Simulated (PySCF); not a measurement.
**Correlation energy of F²⁺ (fluorine, charge +2)**

[He] 2s1 2p3 3s1, high-spin 6S determinant (an excited configuration). Computed with PySCF 2.14 in dyall-acv3z (15s9p4d2f, 76 functions), with the spin-free X2C one-electron Hamiltonian (Gaussian nucleus). Frozen: 1s2; 5 electrons correlated; the 18 highest virtual orbitals of each spin left out.

```tsv
level	correlation energy (mhartree)
CCSD	-41.18
(T)	-0.18
CCSD(T)	-41.36
```

Diagnostics: T1 = 0.0032, D1 = 0.0092, largest double amplitude 0.012.

The outer electron is Rydberg-like, and this basis confines it to a smaller radius and binds it less than a complete one would.

Cost of the coupled-cluster step: of the order of 1.2 core-seconds, for 5 correlated electrons.

Iterations:

```
CC2 = 0
CCSD nocc = (np.int64(5), np.int64(0)), nmo = (57, 57)
frozen orbitals [[0, 58, 59, 60, 61, 62, 63, 64, 65, 66, 67, 68, 69, 70, 71, 72, 73, 74, 75], [0, 58, 59, 60, 61, 62, 63, 64, 65, 66, 67, 68, 69, 70, 71, 72, 73, 74, 75]]
max_cycle = 100
direct = 0
conv_tol = 1e-08
conv_tol_normt = 1e-06
diis_space = 8
diis_start_cycle = 0
Init t2, MP2 energy = -0.0359317819058646
Init E_corr(UCCSD) = -0.0359317819063384
cycle = 1  E_corr(UCCSD) = -0.040351217153718  dE = -0.00441943525  norm(t1,t2) = 0.011197
cycle = 2  E_corr(UCCSD) = -0.0410170509033891  dE = -0.00066583375  norm(t1,t2) = 0.00321016
cycle = 3  E_corr(UCCSD) = -0.0411973043438693  dE = -0.00018025344  norm(t1,t2) = 0.00108977
cycle = 4  E_corr(UCCSD) = -0.0411762802296298  dE = 2.10241142e-05  norm(t1,t2) = 7.53877e-05
cycle = 5  E_corr(UCCSD) = -0.0411767200296394  dE = -4.3980001e-07  norm(t1,t2) = 4.89262e-06
cycle = 6  E_corr(UCCSD) = -0.041176716334683  dE = 3.69495643e-09  norm(t1,t2) = 2.775e-07
UCCSD converged
E(UCCSD) = -96.04648250542012  E_corr = -0.04117671633468296
UCCSD(T) correction = -0.000180909309407251
```
